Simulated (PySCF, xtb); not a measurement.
C3H7NSi, SMILES C#C[SiH2]CN. Other conformers were not sampled.

Harmonic wavenumbers (cm⁻¹) from GFN2-xTB in xtb at its own minimum, in rising order: 59, 113, 215, 227, 267, 326, 487, 565, 641, 652, 682, 684, 736, 758, 795, 955, 1083, 1101, 1246, 1334, 1488, 1577, 2202, 2205, 2257, 2815, 2960, 3350, 3371, 3404.

What does PBE-D3(BJ)/def2-SVP (PySCF) give at its own minimum? (The exact figures need the calculation; the answer reports its results.)

81, 133, 223, 240, 272, 367, 547, 590, 650, 690, 695, 698, 746, 809, 872, 905, 1062, 1081, 1217, 1292, 1412, 1586, 2080, 2160, 2180, 2857, 2984, 3390, 3401, 3481. Paired by order, the mean absolute difference is 37 cm⁻¹ and the zero-point energies are 55.1 and 55.3 kcal/mol.
